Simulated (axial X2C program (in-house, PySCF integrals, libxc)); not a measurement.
**Potential curves of NaV, with spin–orbit coupling**

All values were computed with an axial X2C code built on PySCF integrals. Two-component (2c) means X2C with spin–orbit coupling and atomic mean-field two-electron Coulomb and Gaunt terms. Basis: V dyall-cv3z [10s10p6d4f2g], Na dyall-cv3z [9s8p5d2f] (cores contracted in-house); Gaussian nuclei, density fitting, unrestricted open shells. Masses: V 50.944 u, Na 22.990 u.

State: Ω = 2 (⟨Sz⟩ = 2.00, ⟨Lz⟩ = 0.00 at M06). Energies in kJ/mol from the lowest point of each curve. Fits are polynomials in 1 − R0/R over 0.85 to 1.23 times the lowest point R0.

```tsv
R (Å)	M06
2.6622	6.82
2.7846	1.67
2.8764	0.02
2.9682	0.00
3.0600	1.22
3.1671	4.04
3.2742	7.94
3.4119	14.07
3.5802	22.55
3.8250	35.91
```

One determinant describes the state; a PBE0 search over occupations chose it and may have missed a lower one. Density functionals use the spin component along the axis (collinear). PBE0 can misorder states that lie within some tenths of an eV, so this need not be the ground state of the molecule. The nearest other spin-free determinant of the search, M_S = 2, Λ = 1, lies 0.019 eV up at the distance of the search. With several unpaired electrons one determinant need not be a pure state. A state of lower Ω lies just above, and one determinant can place such states too high, so the state shown need not be the lowest. The search has Ω = 1 only 0.01 eV up. Open-shell Ω = 0 determinants with evenly filled partner blocks cannot be reached by this program, so the Ω shown need not be the lowest component.

Question: Fit the M06 curve near its minimum: give the equilibrium distance and the harmonic wavenumber.

Answer: At M06, 2c: Re = 2.925 Å, ωe ≈ 174 cm⁻¹; Be follows as 0.124 cm⁻¹.
